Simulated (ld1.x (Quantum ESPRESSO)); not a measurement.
# Pr PAW: all-electron and pseudo phase curves

ld1.x (Quantum ESPRESSO) 7.5 input, shortened:

```
&input
   title='Pr', zed=59., rel=2, dft='PZ', iswitch=3,
   config='[Xe] 4f3 5d0 6s2 6p0', rel_dist='average'
 /
 &inputp
   pseudotype=3, lpaw=.true., tm=.true., lloc=-1, rcloc=2.50,
   nlcc=.true., new_core_ps=.true., rcore=1.25,
   which_augfun='BESSEL', rmatch_augfun=1.15
 /
8
5S  1  0   2.00   0.00  1.95  2.30  0.0
6S  2  0   2.00   0.00  1.95  2.30  0.0
5P  2  1   6.00   0.00  2.55  3.15  0.0
6P  3  1   0.00   0.00  2.55  3.15  0.0
5D  3  2   0.00   0.00  2.25  2.80  0.0
5D  3  2   0.00   0.45  2.25  2.80  0.0
4F  4  3   3.00   0.00  1.50  1.90  0.0
4F  4  3   0.00   0.30  1.50  1.90  0.0
 &test
   configts(1)='4f3 5s2 5p6 5d0 6s2 6p0'
 /
```

Open shells are filled in proportion to 2j + 1 (rel_dist='average').

The phase is arctan(r·u′/u) with u = r·R(r), unwrapped; energies in Ry, scanned from -5 to 5 Ry. A pole is an energy at which the radial function vanishes at the test radius. The pseudo phase is shifted by a multiple of π to meet the all-electron one at the reference energy, and phase errors are pseudo minus all-electron; the curves can meet again beyond the range given. Levels narrower than the energy grid can be missing from the lists of poles.

```csv
channel,radius (bohr),reference energy (Ry),"poles, all-electron","poles, pseudo",unbroken range about the reference energy with phases within 0.05 rad,phase error 1 Ry above the reference energy (rad)
s,3.42,-0.26,"-2.84, 1.63","-2.84, 1.22, 1.58",below 1.1,+0.004
p1/2,3.42,-0.10,"-1.65, 2.45","-1.65, -1.08, 1.84",-0.9 to 0.2,-0.158
p3/2,3.42,-0.09,"-1.42, 2.68","-1.43, 2.21",-1.6 to 0.4,-0.142
d3/2,3.42,-0.17,"0.36, 4.37","0.36, 2.54",below 1.6,-0.000
d5/2,3.42,-0.15,"0.40, 4.44","0.40, 3.43",below 1.8,-0.000
f5/2,3.42,-0.12,"-0.08, 2.58","-0.08, 2.60",below 4.0,+0.000
f7/2,3.42,-0.09,"-0.06, 2.60","-0.06, 2.61",below 4.0,+0.001
```

The ghost test of this file was not conclusive.

Phases in the d3/2 channel:

```csv
E (Ry),all-electron,pseudo
-5.00,1.437,1.437
-4.48,1.429,1.429
-3.96,1.420,1.420
-3.44,1.408,1.408
-2.92,1.393,1.393
-2.40,1.372,1.372
-1.88,1.341,1.341
-1.36,1.288,1.288
-0.84,1.162,1.162
-0.32,0.279,0.279
0.20,-1.476,-1.476
0.72,-1.695,-1.695
1.24,-1.860,-1.866
1.76,-2.272,-2.453
2.28,-3.876,-4.458
2.80,-4.442,-4.957
3.32,-4.590,-7.006
3.84,-4.663,-7.597
4.36,-4.711,-7.719
4.88,-4.752,-7.777
```
